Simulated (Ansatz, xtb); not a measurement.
Energy difference R1 + R2 → P1 + P2, each structure at its B3LYP-D3(BJ)/def2-TZVP stationary point, reached from a drawn start (curvature not checked).
R1, SiH4 (SMILES [SiH4]) (charge 0, multiplicity 1):
```tsv
atom	x (Å)	y (Å)	z (Å)
Si	0.0000	0.0000	0.0000
H	-0.1692	1.2234	-0.8159
H	-0.7439	0.1479	1.2712
H	1.4370	-0.2047	0.2902
H	-0.5239	-1.1666	-0.7455
```
P1: Si2H6 (SMILES [SiH3][SiH3]), charge 0, multiplicity 1.
R2: H3ISi (SMILES [SiH3]I), charge 0, multiplicity 1.
P2, HI (SMILES I) (charge 0, multiplicity 1):
```xyz
2

I      0.80773     0.00000     0.00000
H     -0.80773     0.00000     0.00000
```

P less R. No zero-point or thermal terms; no spin–orbit coupling.

Run with Ansatz (Gaussian basis) for Hartree–Fock, density functionals and correlated methods; xtb for the GFN methods. No computed number here is a measurement. Elements past Kr take the def2 small-core potentials, without spin–orbit coupling.

Q: One of these levels gives 69.6 kJ/mol for the reaction energy. Which?
(A) B3LYP/def2-TZVPP
(B) GFN2-xTB
(C) SVWN5/def2-TZVPP
(D) revPBE/def2-TZVPP

A: D, revPBE/def2-TZVPP. The others give 153.8 (GFN2-xTB), 63.7 (SVWN5/def2-TZVPP), 78.9 (B3LYP/def2-TZVPP)

Ansatz is a program for electronic structure.
